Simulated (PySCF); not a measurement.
# Electric field gradients and quadrupole coupling constants

Species: C5H11B.
Atom-mapped SMILES: `[BH:1]1[CH2:2][CH2:3][CH2:4][CH2:5][CH2:6]1` (hydrogens: H7 on B1; H8, H9 on C2; H10, H11 on C3; H12, H13 on C4; H14, H15 on C5; H16, H17 on C6)

Cartesian coordinates in Å at the PBE0-D3(BJ)/def2-SVP level; atoms count from 1:
```
atom  x, y, z in Å
B1    -0.0377   -1.5033    0.4901
C2    -1.3706   -0.7013    0.3227
C3    -1.2572    0.6047   -0.4650
C4     0.0357    1.3564   -0.1596
C5     1.2757    0.5327   -0.4969
C6     1.3342   -0.7787    0.2880
H7    -0.0651   -2.6453    0.9037
H8    -1.6275   -0.4828    1.3849
H9    -2.2072   -1.3332   -0.0193
H10   -2.1275    1.2558   -0.2782
H11   -1.2821    0.3774   -1.5460
H12    0.0559    2.3094   -0.7131
H13    0.0570    1.6282    0.9130
H14    2.1860    1.1330   -0.3318
H15    1.2610    0.3058   -1.5782
H16    2.1232   -1.4575   -0.0767
H17    1.6323   -0.5771    1.3426
```

Field gradients from the PBE0/pcSseg-1 density (PySCF, non-relativistic), principal values in atomic units, ordered |Vxx| ≤ |Vyy| ≤ |Vzz|:

```csv
atom,Vxx,Vyy,Vzz
B1,-0.2767,-0.3297,0.6064
```

Task: Find the asymmetry η = (Vxx − Vyy)/Vzz and the couplings χ = eQV/h (234.96 MHz × Q in barn × V in au), with Q(11B) = 0.04059 b.

Result: 
```json
{"atom": "B1", "environment": "three-coordinate boron", "nucleus": "11B", "η": "0.09", "χzz (MHz)": "5.78", "χxx (MHz)": "-2.64", "χyy (MHz)": "-3.14"}
```

The tensor is traceless: Vxx + Vyy + Vzz = 0.

Task: What is Vzz at B1 in SI units (1 au = 9.71736 × 10²¹ V/m²)?

Result: 0.6064 au = 5.893 × 10²¹ V/m².

Task: And the gradient at the other heavy atoms, for which no coupling is worked out here?

Result: 
```tsv
atom	environment	Vzz (au)	η
C2	sp3 carbon bound to boron	-0.193	0.41
C3	ring CH2 carbon	-0.040	0.57
C4	ring CH2 carbon	-0.026	0.00
C5	ring CH2 carbon	-0.040	0.57
C6	sp3 carbon bound to boron	-0.193	0.41
```

Task: What couplings would deuterons (Q(2H) = 0.00286 b) have in place of the hydrogens, at this geometry?

Result: 
| atom | bonded to | bond length (Å) | Vzz (au) | η | χzz (kHz) |
| --- | --- | --- | --- | --- | --- |
| H7 | B1 | 1.215 | 0.1956 | 0.12 | 131 |
| H8 | C2 | 1.114 | 0.2765 | 0.03 | 186 |
| H9 | C2 | 1.103 | 0.2937 | 0.05 | 197 |
| H10 | C3 | 1.103 | 0.2870 | 0.02 | 193 |
| H11 | C3 | 1.105 | 0.2825 | 0.02 | 190 |
| H12 | C4 | 1.102 | 0.2881 | 0.02 | 194 |
| H13 | C4 | 1.107 | 0.2805 | 0.01 | 189 |
| H14 | C5 | 1.103 | 0.2870 | 0.02 | 193 |
| H15 | C5 | 1.105 | 0.2825 | 0.02 | 190 |
| H16 | C6 | 1.103 | 0.2936 | 0.05 | 197 |
| H17 | C6 | 1.114 | 0.2767 | 0.03 | 186 |

Isolated species at its PBE0-D3(BJ)/def2-SVP geometry (one conformer only). The small basis limits the accuracy of the gradients.

The run behind these numbers computed NMR shieldings as well. The run took 15 s of wall time on an x86-64 server with one thread, shared host.
